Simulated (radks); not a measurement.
Values are calculated unless marked as measured or tabulated.
Spherical quantum dot in the effective-mass picture: electrons in a parabolic well V = omega^2 r^2 / 2 with omega = 2.44, with a point charge +2 (a donor) at the centre, all in effective atomic units (hartree* = m*/eps^2 hartree, bohr* = eps/m* bohr), one dielectric constant everywhere. Level of theory: non-relativistic Kohn-Sham, LDA (Slater exchange, Perdew-Wang correlation), spin-polarised, spherical densities (a radial shooting solver with Libxc functionals). Levels are named by radial order and angular momentum (1s, 1p, 1d, 2s, ...), and open shells are averaged over m.

N = 20, configuration 1s2 1p6 1d10 2s2. This is the lowest configuration that the search found. Occupied and some empty levels:

level,occupation,eigenvalue (hartree*),<r> (bohr*)
1s,2,16.262,0.7057
1p,6,18.553,1.148
2s,2,19.584,1.202
1d,10,20.269,1.371
1f,0,22.011,1.535
2p,0,22.068,1.369
1g,0,23.826,1.671

Energy (hartree*): total 244.320, kinetic 54.890, external 58.429, Hartree 146.12, exchange-correlation -15.121. Static polarisability (adiabatic kernel): 3.020 bohr*^3, against N/omega^2 = 3.359 from the generalised Kohn theorem, which the central charge breaks.
